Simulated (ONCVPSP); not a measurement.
**niobium (Nb): one change to an ONCV potential, before and after**

Nb (Z = 41), optimised norm-conserving Vanderbilt (ONCV), made with ONCVPSP 4.0.1 (LDA (Perdew-Zunger), scalar-relativistic). Core [Kr], reference 4d4 5s1. Waves: 5s: rc 2.80 bohr, ncon 4, nbas 8, qcut 1.8 1/bohr, 2 projectors, debl 2.3 Ha; p scattering state at 0.03 Ha: rc 3.05 bohr, ncon 4, nbas 9, qcut 3.2 1/bohr, 2 projectors, debl 2.9 Ha; 4d: rc 2.00 bohr, ncon 4, nbas 7, qcut 4.1 1/bohr, 2 projectors, debl 2.7 Ha. Local part: polynomial inside 1.35 bohr (lpopt 5, dvloc0 6 Ha). Core correction: none.

In the p channel the program set the typed energies aside and used 0.050, 2.950 Ha.

Change: functional PBE.

Cutoffs: the cutoffs (Ha) at which the residual kinetic energy of the hardest occupied pseudo-wave falls to 1 and 0.1 mHa per electron; they do not see the model core or the augmentation charge, which bear on the density cutoff. Errors are all-electron minus pseudo energies relative to the spin-unpolarised reference configuration.

Q: Predict the effect on cutoff, ghosts and configuration errors.

A: The potential gets neither clearly harder nor softer (37 Ha and 44 Ha → 37 Ha and 44 Ha); the number of tests with a reliable result goes from 4 to 3; of the 3 tests that both files solve, the error grows in 3 and shrinks in 0 by more than 15 % and 0.3 meV (median size 8.9 → 26.4 meV); neither file shows a bound ghost.

| quantity | base | changed |
| --- | --- | --- |
| cutoff, loose | 37 Ha | 37 Ha |
| cutoff, tight | 44 Ha | 44 Ha |
| loose cutoff by channel | s 4.6 Ha, d 37 Ha | s 4.2 Ha, d 37 Ha |
| bound ghosts | none | none |
| GHOST(+) flags under 300 eV | s at 29.4 eV, p at 82.4 eV | s at 29.5 eV, p at 82.1 eV |
| tests with a reliable result | 4 of 4 | 3 of 4 |
| error for 4d4 5s0, meV [ΔE 6.92 → 6.64 eV] | +8.9 | +26 |
| error for 4d3 5s0, meV [ΔE 21.19 → 20.68 eV] | +49 | +93 |
| error for 4d3 5s1, meV [ΔE 7.21 → 7.02 eV] | -2.5 | -8.7 |
| s: phases at 2.84 bohr within 0.05 rad from the reference energy up to (Ha; the scan ends near 5) | 1.0 | 1.0 |
| p: phases at 3.09 bohr within 0.05 rad from the reference energy up to (Ha; the scan ends near 5) | 1.8 | 1.8 |
| d: phases at 2.03 bohr within 0.05 rad from the reference energy up to (Ha; the scan ends near 5) | to the end of the scan | to the end of the scan |
